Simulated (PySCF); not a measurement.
GdF: one state, many levels of theory

State: octet, about 7.1 electrons in the 4f shell (Mulliken). Set-up: Gd x2c-SVPall, F x2c-SVPall; spin-free X2C with a Gaussian nucleus (PySCF 2.14). De refers to Gd (4f7 5d1 6s2) + F in their high-spin ground configurations, without counterpoise correction. The functionals are run spin-unrestricted. A positive dipole means Gd(−)F(+). Levels whose curve was spin-contaminated or gave no clean fit are not listed.

```tsv
Level	Re (Å)	ωe (cm⁻¹)	De (eV)	μ (D)	CPU s a point (SCF and correlation, without the integrals)
ROHF	1.992	609	n/a	-2.21	8.5
ROHF-MP2	1.950	635	n/a	n/a	12
ROHF-SCS-MP2	1.960	629	n/a	n/a	n/a
PW91	1.948	620	7.33	-1.53	4.2
r²SCAN	1.961	605	6.85	-1.76	16
PBE0	1.948	629	6.74	-1.74	8.4
M06	1.961	618	7.04	-2.09	7.9
LC-ωPBE	1.966	599	7.17	-1.90	12
```

Correlated steps freeze 19 core orbitals. These are scalar-relativistic numbers at best; spin–orbit coupling would shift them, the dissociation energy most. Counting both spins, an empty level lies below a filled one in some of these solutions, because spin and occupation are held. The state is the lowest single determinant that the PBE0 search found; with open d or f shells the true ground state can be another one.

The whole job (state search and all levels along the bond) took about 17 min on 2 threads of Arm Neoverse V1 (shared host), peak memory 3.4 GiB.
